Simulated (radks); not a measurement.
The mean radii <r> (bohr) of the occupied orbitals of an atom or ion are listed with their occupations. All-electron calculation, scalar-relativistic Kohn-Sham, MS2 meta-GGA, spin-unpolarised, spherical densities, finite nucleus; meta-GGA in the generalised Kohn-Sham scheme; Fermi nuclear charge, rms radius of each element as measured or else 0.836 A^(1/3) + 0.57 fm. Program: a radial shooting solver on a logarithmic mesh with Libxc functionals.

| orbital | occ. | <r> |
|---|---|---|
| 1s | 2 | 0.03427 |
| 2s | 2 | 0.1494 |
| 2p | 6 | 0.1304 |
| 3s | 2 | 0.4140 |
| 3p | 6 | 0.4157 |
| 3d | 10 | 0.3992 |
| 4s | 2 | 1.060 |
| 4p | 6 | 1.172 |
| 4d | 5 | 1.672 |
| 5s | 1 | 3.053 |

Name the element and its charge.

Answer. Z = 43, technetium, charge +1: Tc+ in [Kr] 4d5 5s1. The 1s radius gives Z: for a bare nucleus <r> = (2 gamma + 1)/(2Z) with gamma = sqrt(1 - (Z/c)^2), 0.03371 bohr for Z = 43, and screening makes it slightly larger (0.03427 here). The occupations add up to 42, and the charge is Z minus that.
